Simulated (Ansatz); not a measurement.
System: 3-chlorofuran, C$_{4}$H$_{3}$ClO, net charge 0, singlet state. 
Coordinates optimised at B3LYP-D3(BJ)/def2-TZVP (Ansatz, a program for electronic structure):
SMILES: Clc1ccoc1
```xyz
9

Cl     1.6955     1.0514    -0.0961
C      0.2358     0.1442    -0.0133
C     -1.0895     0.6795     0.0215
C     -1.9099    -0.3966     0.0849
O     -1.1881    -1.5501     0.0916
C      0.1276    -1.2069     0.0310
H     -1.3687     1.7183     0.0013
H     -2.9785    -0.5073     0.1290
H      0.8459    -2.0056     0.0273
```

Basis-set convergence of Hartree-Fock and MP2 correlation energies (hartree) with Ansatz. Cores are frozen in the correlated levels unless marked. No spin-orbit coupling. Non-relativistic.

The Hartree-Fock reference is unstable (checked in the largest basis), which strains HF and MP2. 

```tsv
basis	functions	E(HF)	E(corr, MP2)
aug-cc-pV(D+d)Z	174	-687.57477	-0.88238
aug-cc-pV(T+d)Z	354	-687.64260	-1.06944
aug-cc-pV(Q+d)Z	627	-687.65939	-1.13657
```

Extrapolating the two largest sets (X = 3 and 4) as X^-3: E(corr) = (64·(-1.13657) - 27·(-1.06944))/37 = -1.1856 Eh, an estimate of the basis-set limit. The largest set recovers 95.9 % of it, the smallest 74.4 %.
